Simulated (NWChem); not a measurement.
System: C2H7Ga; SMILES [CH3][GaH][CH3]

Here is an NWChem input.

```
start job
memory heap 200 mb stack 900 mb global 1100 mb
geometry units angstroms noautosym nocenter noautoz
  Ga     0.000000     0.000000    -0.333396
  H      0.000000     0.000000    -1.914683
  C     -1.732571     0.005177     0.606514
  H     -2.369466     0.825147     0.236511
  H     -1.631930     0.101702     1.697436
  H     -2.274643    -0.931300     0.391404
  C      1.732571    -0.005177     0.606514
  H      2.274643     0.931300     0.391404
  H      2.369466    -0.825147     0.236511
  H      1.631930    -0.101702     1.697436
end
basis spherical
  Ga library sto-3g
  H library sto-3g
  C library sto-3g
end
dft
  xc hfexch
  iterations 150
end
property
  shielding 6 1 2 3 4 5 6
end
task dft property
```

STO-3G and 3-21G are far too small for this property and stand as cheap habits. Structure relaxed at the PBE0/def2-SVP level.

GIAO values for the isolated, static molecule; σ is the absolute isotropic shielding, δ = σ(reference) − σ with the isolated reference molecule computed at the same levels (13C: tetramethylsilane, 1H: tetramethylsilane).

Atoms are numbered as in the input.

Task: Predict the main results of this run. (Hartree-Fock/STO-3G, GIAO.) Quantities: σ Ga1 (ppm); δ H2 (ppm); δ C3 (ppm); δ H4 (rotor mean) (ppm).

Result: 
```yaml
"σ Ga1 (ppm)": 735.2
"δ H2 (ppm)": 8.24
"δ C3 (ppm)": -2.9
"δ H4 (rotor mean) (ppm)": 1.59
```
